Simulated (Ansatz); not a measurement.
Gas-phase reaction (SMILES): NB(N)Br → [NH-]B(N)Br + H+; deprotonation at the site shown.

Each molecule is optimised on its own at B3LYP-D3(BJ)/def2-TZVP (Ansatz, a quantum-chemistry and plane-wave program), one conformer each, not searched for the lowest. Valence correlation only, unless marked. No spin-orbit coupling. The frozen core is the preceding noble-gas configuration, with the filled d and f shells of earlier blocks. No relativistic terms. CBS(X,Y): correlation extrapolated as X^-3; Hartree-Fock from the larger set. Anions need diffuse functions, of which def2-TZVPD holds fewer than the aug- sets. Thermal terms are rigid-rotor harmonic-oscillator values from B3LYP-D3(BJ) frequencies (Ansatz) at 298.15 K and 1 atm. 1 Eh = 627.5095 kcal/mol. The proton has no electrons: its energy is zero and its thermal terms are those of translation.

```
species      E, CCSD(T)/CBS(aug-cc-pVTZ,aug-cc-pVQZ) (Ansatz) (Eh)  E, B3LYP-D3(BJ)/def2-TZVPD (Ansatz + dftd3) (Eh)  H - E (Eh)
-----------  -----------------------------------------------------  ------------------------------------------------  ----------
NB(N)Br                                                -2709.41552                                       -2711.15370     0.06479
[NH-]B(N)Br                                            -2708.81836                                       -2710.55608     0.05073
H+                                                         0.00000                                           0.00000     0.00236
```

Question: Work out ΔE and ΔH at 298.15 K at the first level, then ΔH at the second.

Answer: 
1. ΔE = [(-2708.81836) + (0.00000)] - [(-2709.41552)] = 0.59716 Eh = 374.7 kcal/mol at CCSD(T)/CBS(aug-cc-pVTZ,aug-cc-pVQZ).
2. The terms H - E add up to -0.01170 Eh, so ΔH = (0.59716 + (-0.01170))×627.5095 = 367.4 kcal/mol.
3. At B3LYP-D3(BJ)/def2-TZVPD the same steps give ΔE = 375.0 and ΔH = 367.7 kcal/mol, a shift of +0.3 from the first level.
4. These values are not checked against measurement here, since the tables used lack a sound gas-phase enthalpy of formation for at least one species, or one in the same ion convention.
